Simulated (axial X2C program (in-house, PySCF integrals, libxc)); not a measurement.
Bond lengths and stretching modes, held linear, of BrCoBr

Calculated with an axial X2C code built on PySCF integrals: two-component X2C with atomic mean-field Coulomb and Gaunt terms, Gaussian nuclei, basis Br dyall-av3z, Co dyall-v3z with contracted cores. Spin-free rows use the one-electron spin-free X2C Hamiltonian.

Masses Br 78.918, Co 58.933, Br 78.918 u. States: 2c Ω = 7/2 (beyond evenly filled blocks: ω = -1/2, ω = 3/2, ω = 5/2); spin-free M_S = 3/2, Λ = 2 (beyond evenly filled blocks: π+α, π-α, δ+α, δ+β, δ-α).

MP2, spin-free: energies above the lowest point

```json
{"r(Br–Co) (Å)": "2.1625", "r(Co–Br) (Å)": "2.1625", "E (meV)": "69.92"}
{"r(Br–Co) (Å)": "2.1625", "r(Co–Br) (Å)": "2.2180", "E (meV)": "34.87"}
{"r(Br–Co) (Å)": "2.1625", "r(Co–Br) (Å)": "2.2734", "E (meV)": "44.96"}
{"r(Br–Co) (Å)": "2.2180", "r(Co–Br) (Å)": "2.1625", "E (meV)": "34.87"}
{"r(Br–Co) (Å)": "2.2180", "r(Co–Br) (Å)": "2.2180", "E (meV)": "0.00"}
{"r(Br–Co) (Å)": "2.2180", "r(Co–Br) (Å)": "2.2734", "E (meV)": "10.25"}
{"r(Br–Co) (Å)": "2.2180", "r(Co–Br) (Å)": "2.3289", "E (meV)": "56.52"}
{"r(Br–Co) (Å)": "2.2734", "r(Co–Br) (Å)": "2.1625", "E (meV)": "44.96"}
{"r(Br–Co) (Å)": "2.2734", "r(Co–Br) (Å)": "2.2180", "E (meV)": "10.25"}
{"r(Br–Co) (Å)": "2.2734", "r(Co–Br) (Å)": "2.2734", "E (meV)": "20.65"}
{"r(Br–Co) (Å)": "2.3289", "r(Co–Br) (Å)": "2.2180", "E (meV)": "56.52"}
{"r(Br–Co) (Å)": "2.3289", "r(Co–Br) (Å)": "2.3289", "E (meV)": "113.63"}
```

Question: Fit a quadratic surface with cubic terms in each bond: where is the minimum, and what are the two stretching wavenumbers?

Answer: At MP2, spin-free: bonds 2.232 and 2.232 Å; harmonic stretches 219.6 and 419.6 cm⁻¹; force constants 2.23, 2.23 and coupling 0.01 mdyn/Å.

The other levels and Hamiltonians give:

```json
{"Hamiltonian": "2c", "level": "PBE0", "r(Br–Co) (Å)": "2.217", "r(Co–Br) (Å)": "2.217", "lower stretch (cm⁻¹)": "219.2", "upper stretch (cm⁻¹)": "412.1"}
{"Hamiltonian": "2c", "level": "HF", "r(Br–Co) (Å)": "2.314", "r(Co–Br) (Å)": "2.314", "lower stretch (cm⁻¹)": "203.6", "upper stretch (cm⁻¹)": "383.1"}
{"Hamiltonian": "2c", "level": "r2SCAN", "r(Br–Co) (Å)": "2.201", "r(Co–Br) (Å)": "2.201", "lower stretch (cm⁻¹)": "222.6", "upper stretch (cm⁻¹)": "416.2"}
{"Hamiltonian": "2c", "level": "MP2", "r(Br–Co) (Å)": "2.233", "r(Co–Br) (Å)": "2.233", "lower stretch (cm⁻¹)": "219.2", "upper stretch (cm⁻¹)": "419.0"}
{"Hamiltonian": "spin-free", "level": "PBE0", "r(Br–Co) (Å)": "2.217", "r(Co–Br) (Å)": "2.217", "lower stretch (cm⁻¹)": "219.7", "upper stretch (cm⁻¹)": "412.8"}
{"Hamiltonian": "spin-free", "level": "HF", "r(Br–Co) (Å)": "2.313", "r(Co–Br) (Å)": "2.313", "lower stretch (cm⁻¹)": "204.2", "upper stretch (cm⁻¹)": "384.0"}
{"Hamiltonian": "spin-free", "level": "r2SCAN", "r(Br–Co) (Å)": "2.200", "r(Co–Br) (Å)": "2.200", "lower stretch (cm⁻¹)": "223.0", "upper stretch (cm⁻¹)": "416.9"}
```

Each state is one determinant, the lowest of a limited PBE0 search; the stretches come from a fit to these few points and carry an uncertainty of a few per cent. Other orders of the atoms were not compared. MP2 freezes inner shells (threshold -2 hartree). The molecule was held linear; bending was not examined, so a bent shape may lie lower. Note: functional without a current term on a determinant with orbital currents, of the molecule or an atom. Note: several unpaired electrons, one determinant need not be a pure state.
